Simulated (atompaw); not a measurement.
**PBE PAW (atompaw) dataset for Rh, scalar-relativistic all-electron reference.**

| Item | Value |
| --- | --- |
| Element | Rh (Z = 45) |
| Generator | atompaw 4.2.0.5 |
| Type | PAW |
| Functional | PBE |
| Relativity | scalar-relativistic |
| Frozen core | [Ar] 3d10 |
| Valence charge | 17 |
| Reference configuration | 4s2 4p6 4d8 5s1 5p0 |
| Partial waves | 4s (bound): rc 1.35 bohr; 5s (bound): rc 1.95 bohr; 4p (bound): rc 1.95 bohr; 5p (bound, empty): rc 1.65 bohr; 4d (bound): rc 1.95 bohr; 4d channel at 0.6 Ry: rc 1.35 bohr |
| Local potential | troulliermartins scheme with l = 3 at 1 Ry, radius 1.35 bohr |
| Core correction | smooth core density matched at 1.45 bohr |
| Augmentation charge | sinc compensation charge, radius 1.55 bohr; PAW radius 1.95 bohr; waves and projectors: custom polynom2 7 10 vanderbiltortho |

All-electron outer shells of the reference configuration (PBE, scalar-relativistic, ld1.x):

| shell | level (eV) | outermost node (bohr) | outermost maximum (bohr) |
| --- | --- | --- | --- |
| 3p | -482.86 | 0.15 | 0.34 |
| 3d | -300.61 | – | 0.29 |
| 4s | -82.49 | 0.47 | 0.88 |
| 4p | -50.42 | 0.47 | 0.94 |
| 4d | -5.94 | 0.46 | 1.14 |
| 5s | -4.30 | 1.19 | 2.63 |
| 5p | -0.85 | 1.35 | 3.93 |

Calculated quality:

- Cutoffs needed: 25 Ry and 80 Ry (the cutoffs (Ry, on a coarse ladder) from which the occupation-weighted sum of valence levels, in a spherical-Bessel basis at the reference potential, stays within 10 and 1 mRy of its value at 400 Ry)
- Ghost test: ghost states, extra bound levels that the all-electron valence spectrum of the same l lacks: p at -80.7 eV, d at -4.8 eV; a true bound ghost makes a file unfit for plane-wave use (spherical-Bessel basis up to 400 Ry, 20 bohr box)
- Lowest eigenvalue of the overlap operator: 0.32 (d channel)
- Overlap eigenvalues printed by atompaw (projector basis): 0.0446, 0.539, 9.06, 54.8, 6.78e+03, 1.18e+05
- Share of each valence orbital outside the PAW sphere: 4s 1 %, 5s 89 %, 4p 3 %, 5p 98 %, 4d 25 %

Generation and tests took about 9.1 s on one core of a shared server CPU.
